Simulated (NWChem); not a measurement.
Species: CH$_{3}$Zn cation; SMILES [Zn+][CH3]

```xyz
5

Zn     0.0000     0.0000    -0.4768
C      0.0000     0.0000     1.4926
H      0.7492     0.7492     1.7826
H      0.2742    -1.0234     1.7826
H     -1.0234     0.2742     1.7826
```
Atoms are numbered in this order, from 1.

Computed with NWChem. Pople sets run with spherical d functions. Medium grid unless said otherwise, to which SCAN and Minnesota functionals are sensitive. The geometry was optimised at PBE0/def2-SVP.

### Question
Order these by “orbital gap (eV)”, lowest first: M06-L/6-31G*; OLYP/6-31G*; BHandHLYP/6-31G*; LC-BLYP (range parameter 0.33 per bohr)/6-31G*.

### Answer
OLYP/6-31G* (3.58), M06-L/6-31G* (4.69), BHandHLYP/6-31G* (7.05), LC-BLYP (range parameter 0.33 per bohr)/6-31G* (9.51)
